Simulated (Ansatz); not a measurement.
Reaction: CH4BF (SMILES CBF) → CH3BF (SMILES [B](C)F, doublet) + H (doublet) (the B-H bond breaks)
Each species at its own B3LYP-D3(BJ)/def2-TZVP minimum (Ansatz, a program for electronic structure).

Wanted: bond dissociation energy (electronic), in kcal/mol. Radicals and triplets start from unrestricted determinants; spin-orbit coupling is neglected. CBS(X,Y): correlation extrapolated as X^-3, Hartree-Fock from the larger set. A bracket is a step between two methods taken in the basis named. Functionals run without relativity, which enters their misses. Double hybrids freeze cores in their MP2 part. '+ core + X2C': CCSD(T) terms for core correlation (cc-pwCVTZ) and scalar relativity (cc-pVTZ-DK). Where a partner has so few electrons that a lower coupled-cluster level is exact, that level stands in.

CCSD(T)/CBS(cc-pVTZ,cc-pVQZ) + [CCSDT(Q) - CCSD(T)]/cc-pVDZ + core + X2C (Ansatz) gives 110.7 kcal/mol.

What does PBE/def2-TZVPD (Ansatz) give here, and how do the other levels compare?

PBE gives 104.3 kcal/mol, 6.4 kcal/mol below it. Differences of the others: r2SCAN/def2-TZVPD (Ansatz) -6.0; B2PLYP/def2-TZVPD (Ansatz) -2.5; CCSD(T)/CBS(cc-pVTZ,cc-pVQZ) + core + X2C (Ansatz) 0.1 kcal/mol. Nearer than PBE: r2SCAN/def2-TZVPD, B2PLYP/def2-TZVPD, CCSD(T)/CBS(cc-pVTZ,cc-pVQZ) + core + X2C.
